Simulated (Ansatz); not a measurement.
Harmonic frequencies (cm⁻¹) at PBE0-D4/def2-TZVP from Ansatz: 152, 190, 233, 258, 288, 321, 388, 414, 554, 620, 698, 728, 756, 1007, 1042, 3609, 3620, 3887.

Each molecule was computed in one conformer, which needn't be the lowest.

(1) Which molecule is it?
A. `[CH3][Mo](=[O])(=[O])[OH]`
B. `[NH]=[Mo](=[NH])([OH])[Cl]`
C. `[CH3][Mo](=[O])(=[S])[Cl]`
D. `[O]=[Mo]([F])([Cl])([Cl])[Cl]`

Answers

(1) B.
